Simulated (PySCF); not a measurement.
BCl₂HS, SMILES B(Cl)(S)Cl. Atoms are numbered in the order given.

```xyz
5

B     -0.0003    -0.0121     0.0000
Cl     1.3720    -1.1111     0.0000
Cl    -1.6376    -0.6606     0.0000
S      0.3415     1.7513     0.0000
H     -0.9481     2.1574     0.0000
```

Geometry optimised at TPSSh-D3(BJ)/def2-SVP. One conformer was computed; it need not be the lowest.

Level of theory: PySCF with TPSSh-D3(BJ)/def2-SVP.

Frequencies are harmonic and unscaled.

```csv
mode,ν (cm⁻¹),IR (km/mol),moving atoms (share of kinetic energy)
1,222,1.1,"Cl 55 %, S 34 %"
2,246,1.7,"Cl 67 %, S 26 %"
3,400,21.9,H 87 %
4,432,0.4,"B 84 %, H 8 %"
5,459,1.5,"Cl 65 %, S 34 %"
6,777,87.4,"H 72 %, B 15 %, Cl 9 %"
7,981,280.2,B 84 %
8,1010,227.6,"B 71 %, H 17 %"
9,2692,0.1,H 97 %
```
